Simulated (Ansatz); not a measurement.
The molecule MgCl, multiplicity 2 (the spin of the measured ground state).

Constants: fifth-degree fit in 1/R to seven points, most abundant isotopes. In def2 and cc sets the state is the lowest found near the PBE0 minimum, followed along R.

Correlated levels freeze the inner cores; with def2 sets outer-core shells near the valence are correlated too.

The values were computed with Ansatz (Gaussian basis) for Hartree–Fock, density functionals and correlated methods. Each number belongs to the level named beside it.

Quantity: r_e, from seven points a level.

Costs are ratios of core time to PBE/def2-TZVPP (roughly 7 s), for whole runs (searches for the state included, and forces where a run took them) on one shared machine, so rough; each error counts from the measured 2.1991 Å [Huber and Herzberg (1979), NIST Chemistry WebBook].

```json
[
 {"level": "SVWN5/def2-TZVPP", "basis functions": "74", "cost": "×0.8", "error (Å)": "0.000"},
 {"level": "PBE/def2-TZVPP", "basis functions": "74", "cost": "×1", "error (Å)": "0.026"},
 {"level": "B3LYP/def2-TZVPP", "basis functions": "74", "cost": "×1", "error (Å)": "0.022"},
 {"level": "PBE0/def2-TZVPP", "basis functions": "74", "cost": "×1", "error (Å)": "0.011"},
 {"level": "B2PLYP/def2-TZVPP", "basis functions": "74", "cost": "×2", "error (Å)": "0.016"},
 {"level": "CAM-B3LYP/def2-TZVPP", "basis functions": "74", "cost": "×2", "error (Å)": "0.007"},
 {"level": "BHLYP/def2-TZVPP", "basis functions": "74", "cost": "×2", "error (Å)": "0.008"},
 {"level": "B97M-V/def2-TZVPP", "basis functions": "74", "cost": "×3", "error (Å)": "0.010"},
 {"level": "wB97X-V/def2-TZVPP", "basis functions": "74", "cost": "×4", "error (Å)": "0.010"},
 {"level": "wB97M-V/def2-TZVPP", "basis functions": "74", "cost": "×4", "error (Å)": "0.019"},
 {"level": "CCSD(T)/def2-TZVPP", "basis functions": "74", "cost": "×6", "error (Å)": "0.016"},
 {"level": "CCSD(T)/def2-QZVPP", "basis functions": "133", "cost": "×20", "error (Å)": "0.002"}
]
```

The cheapest listed level whose error stays within 0.005 Å: SVWN5/def2-TZVPP (0.000 Å, cost ×0.8).

What the step from CCSD(T)/def2-TZVPP to CCSD(T)/def2-QZVPP costs and buys: 74 to 133 functions, cost ×4 (rough); the error goes from 0.016 to 0.002 Å.

Ansatz is a quantum-chemistry and plane-wave program.
